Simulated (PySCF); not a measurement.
## Electronic absorption of C5H12OSi

Species: C5H12OSi.
Numbering: `[CH3:1][CH2:2][SiH2:3][C:4](=[O:5])[CH2:6][CH3:7]` (hydrogens: H8, H9, H10 on C1; H11, H12 on C2; H13, H14 on Si3; H15, H16 on C6; H17, H18, H19 on C7)

Computed, not measured: TDDFT CAM-B3LYP/def2-SVPD, vertical, gas phase, core orbitals frozen in the response (PySCF). Geometry: GFN2-xTB, one conformer, isolated molecule. Torsions of this conformer, `[CH3:1][CH2:2][SiH2:3][C:4](=[O:5])[CH2:6][CH3:7]`: C1–C2–Si3–C4 -61°, C2–Si3–C4–O5 -23°, Si3–C4–C6–C7 176°.

**Question.** What does the calculation give for the low-lying excited states?

**Answer.** 

```json
{"state": "S1", "E (eV)": "3.57", "E (kJ/mol)": "344", "λ (nm)": "347.3", "f": "0.0013", "main configurations (H = HOMO, L = LUMO)": "H→L (96%)"}
{"state": "S2", "E (eV)": "6.31", "E (kJ/mol)": "609", "λ (nm)": "196.5", "f": "0.0017", "main configurations (H = HOMO, L = LUMO)": "H→L+1 (86%)"}
{"state": "S3", "E (eV)": "6.84", "E (kJ/mol)": "660", "λ (nm)": "181.1", "f": "0.0062", "main configurations (H = HOMO, L = LUMO)": "H→L+2 (77%)"}
{"state": "S4", "E (eV)": "7.01", "E (kJ/mol)": "676", "λ (nm)": "176.9", "f": "0.012", "main configurations (H = HOMO, L = LUMO)": "H-1→L (87%)"}
{"state": "S5", "E (eV)": "7.47", "E (kJ/mol)": "721", "λ (nm)": "165.9", "f": "0.110", "main configurations (H = HOMO, L = LUMO)": "H→L+4 (43%), H→L+3 (26%), H→L+5 (16%)"}
{"state": "S6", "E (eV)": "7.54", "E (kJ/mol)": "728", "λ (nm)": "164.4", "f": "0.0029", "main configurations (H = HOMO, L = LUMO)": "H→L+3 (56%), H→L+4 (16%), H→L+5 (13%)"}
{"state": "S7", "E (eV)": "7.67", "E (kJ/mol)": "740", "λ (nm)": "161.6", "f": "0.0072", "main configurations (H = HOMO, L = LUMO)": "H→L+6 (35%), H→L+5 (25%), H→L+9 (15%)"}
{"state": "S8", "E (eV)": "7.81", "E (kJ/mol)": "753", "λ (nm)": "158.8", "f": "0.014", "main configurations (H = HOMO, L = LUMO)": "H-5→L (46%), H-7→L (16%), H-3→L (11%)"}
```

Triplets, Tamm–Dancoff:

```tsv
state	E (eV)	λ (nm)	main configurations (H = HOMO, L = LUMO)
T1	2.93	423.1	H→L (95%)
T2	5.84	212.3	H-8→L (36%), H-4→L (22%), H-3→L (18%)
T3	6.18	200.7	H→L+1 (82%)
```

The lowest singlet comes at 347 nm (344 kJ/mol) in the ultraviolet; it is very weak; its leading configuration is HOMO→LUMO (96%). The strongest level in the table is S5 at 7.47 eV (166 nm, f = 0.110). Löwdin shares by element: HOMO oxygen 47%, carbon 29% or more, silicon 13%; LUMO carbon 43% or more, oxygen 31%, silicon 12%. The oscillator strengths of these states sum to 0.155; summed over the whole spectrum of an exact calculation they would give the number of electrons, 64 (Thomas–Reiche–Kuhn). Of the 8 states listed, 3 reach f = 0.01 and none stays under 0.0005. Orbital energies (eV): HOMO-3 -11.25, HOMO-2 -11.01, HOMO-1 -10.00, HOMO -8.14, LUMO 0.15, LUMO+1 1.09, LUMO+2 1.49. No computed singlet lies in the visible range (380 to 750 nm); the lowest, at 347 nm, stands 0.31 eV above its violet end (3.26 eV); a Tamm–Dancoff triplet lies at 423 nm, without intensity as long as spin–orbit coupling is left out. Singlets were solved by full linear response, triplets in the Tamm–Dancoff approximation.

Time: 49 s; peak memory 1.2 GiB. Hardware: Arm Neoverse V2, one thread, shared host with 192 logical CPUs at a one-minute load of 26.
